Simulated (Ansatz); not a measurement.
`[NH2][GaH][SiH3]` + `C=O` → `[NH2][GaH][CH]=O` + SiH₄ at 400 K and 1 bar (formal exchange of groups at a Ga–Si bond).

Isolated molecules relaxed with PBE0-D4/def2-TZVP in Ansatz; ΔE leaves out vibrations. CCSD(T)/CBS adds triple-zeta CCSD(T) − MP2 to the extrapolated MP2 energy (def2 sets, frozen cores). This one scheme is used for every species. For Ga outer-core shells are correlated without core-valence functions, which leaves a few kJ/mol of doubt a bond. Scalar relativity is left out up to krypton. One conformer a species, not always the lowest.

```tsv
species	CCSD(T)/CBS energy (Eh)	H − E (kJ/mol)	S (J/(mol·K))
`[NH2][GaH][SiH3]`	-2271.34304	180.6	371.9
`C=O`	-114.39408	83.9	229.4
`[NH2][GaH][CH]=O`	-2094.25862	160.8	361.8
SiH₄	-291.46306	96.9	218.6
```

H − E and S are ideal-gas, rigid-rotor, harmonic terms from PBE0-D4/def2-TZVP, for one conformer and one mirror image of each species. 1 Eh = 2625.50 kJ/mol, R = 8.31446 J/(mol·K).

Q: By hand: ΔE, ΔH, ΔS and ΔG.

A: ΔE = (-2094.25862) + (-291.46306) − (-2271.34304) − (-114.39408) = 0.01544 Eh = 40.5 kJ/mol. Δ(H − E) = 160.8 + 96.9 − 180.6 − 83.9 = -6.8, so ΔH = 33.7 kJ/mol. ΔS = 361.8 + 218.6 − 371.9 − 229.4 = -20.9 J/(mol·K). ΔG = 33.7 − 400 × (-20.9)/1000 = 42.1 kJ/mol.

Q: By hand: the equilibrium constant, and the temperature at which ΔG would vanish if ΔH and ΔS stayed fixed.

A: log₁₀ K = −ΔG/(RT ln 10) = -5.5. ΔH and −TΔS have one sign here, so there is no such temperature.

ΔH outweighs TΔS. A doubt of 5 kJ/mol in ΔE shifts log₁₀ K by 0.7 here. Other conformers and mirror images would add mixing entropy, several J/(mol·K) or more a flexible species. Modes under 60 cm⁻¹, often nearly free rotors, make the harmonic entropy too high. These are equilibria of isolated gas molecules and say nothing of rates. Largest T1 diagnostic: 0.016 (customary marks: 0.02 for closed shells, 0.045 for open ones).
